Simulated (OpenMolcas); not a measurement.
S3+: the spin-orbit constant, worked from levels

| Quantity | Value |
| --- | --- |
| Program | OpenMolcas 26.06 |
| Basis | ANO-RCC-VTZP [5s4p2d1f] |
| Scalar Hamiltonian | DKH2, point nucleus |
| Active space | 3 electrons in 4 orbitals (3s 3p) |
| State averaging | 2S+1 = 4 odd, 1 root; 2S+1 = 2 odd, 11 roots; 2S+1 = 4 even, 3 roots; 2S+1 = 2 even, 9 roots |
| Spin-orbit coupling | state interaction with AMFI integrals over the reference wave functions, term energies averaged over their components |

Methods: CASSCF; MS-CASPT2, IPEA 0.25 Eh, imaginary shift 0.1 Eh (closed shells correlated: 2s 2p). Measured levels: NIST levels in Podobedova, Kelleher and Wiese, J. Phys. Chem. Ref. Data 38, 171 (2009).

**The spin-orbit constant.** For the Hund term 2P* of p1, E(J) = (A/2) J(J+1) + constant and ζ = 2S·A = A. From J = 1/2 to J = 3/2 the energy changes by 1.5 A.

```tsv
Source	E(3/2) - E(1/2)	A	ζ
CASSCF	841.0	560.7	561
MS-CASPT2	845.5	563.7	564
measured	951.4	634.3	634
```

All in cm-1. MS-CASPT2 is off by -11.1 % and CASSCF by -11.6 %. Both methods take the spin-orbit matrix elements from the reference wave functions, so the second can move ζ only through the term energies and any multistate remixing.

Over all roots computed the reference weight is 0.89 to 0.99 in MS-CASPT2; the roots of lowest weight are the least certain, and an intruder state may touch them. Measured partners are found by configuration, term and J. A level has none where our copy of the source lacks it or the pairing is in doubt (some pairs that miss far off the trend of their configuration count as doubtful), and it then counts in no deviation. Only configurations of the active space appear.

* marks odd parity.
